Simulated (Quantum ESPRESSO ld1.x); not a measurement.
Values are calculated unless marked as measured or tabulated.
Task: The tin ion Sn4+, 46 electrons, occupied as [Kr] 4d10 (the NIST ground configuration). Level of theory: scalar-relativistic Kohn-Sham, LDA (Slater exchange, Perdew-Wang correlation), spin-polarised, spherical densities, point nucleus (ld1.x of Quantum ESPRESSO 7.5). Some entries of the table are withheld. Estimate them.

| orbital | occ. | eigenvalue (hartree) | <r^2> (bohr^2) |
|---|---|---|---|
| 1s | 2 | -1066.60 | 0.001145 |
| 2s | 2 | -162.387 | 0.01860 |
| 2p | 6 | -146.026 | 0.01467 |
| 3s | 2 | -32.5867 | (1) |
| 3p | 6 | -27.2394 | (2) |
| 3d | 10 | -18.9814 | 0.1177 |
| 4s | 2 | -6.47644 | 0.7563 |
| 4p | 6 | -4.85354 | 0.8911 |
| 4d | 10 | -2.49553 | 1.346 |
| 5s | 0 | (3) | 4.535 |
| 5p | 0 | -1.33831 | 5.940 |

Result: 
(1) 3s <r^2> (bohr^2): 0.1321
(2) 3p <r^2> (bohr^2): 0.1327
(3) 5s eigenvalue (hartree): -1.71516
